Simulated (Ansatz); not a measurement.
Molecule: CH₅BS₂ (charge 0, singlet). 
Coordinates optimised at B3LYP-D3(BJ)/def2-TZVP (Ansatz, an electronic-structure program):
SMILES: CB(S)S
```xyz
9

C     -1.8215    -0.1616    -0.5308
B     -0.3208    -0.0318    -0.0936
S      0.4834     1.5635     0.1837
S      0.6355    -1.5441     0.1401
H     -2.1488    -1.1948    -0.6545
H     -1.9895     0.3597    -1.4776
H     -2.4760     0.3123     0.2063
H     -0.5715     2.3475    -0.0990
H      1.8163    -1.0075     0.4964
```
Charge 0, spin multiplicity 1.

Dipole moments at this geometry, in debye (magnitudes).

```csv
level,program,dipole (D)
SVWN5/def2-TZVPD,Ansatz,(withheld)
BLYP/def2-TZVPD,Ansatz,0.96
revPBE/def2-TZVPD,Ansatz,1.00
B97M-V/def2-TZVPD,Ansatz,1.06
B3LYP/def2-TZVPD,Ansatz,1.03
CCSD(T)/aug-cc-pV(D+d)Z,Ansatz,(withheld)
```

Some entries are withheld; supply them.


- SVWN5/def2-TZVPD, dipole (D): 1.04
- CCSD(T)/aug-cc-pV(D+d)Z, dipole (D): 0.99
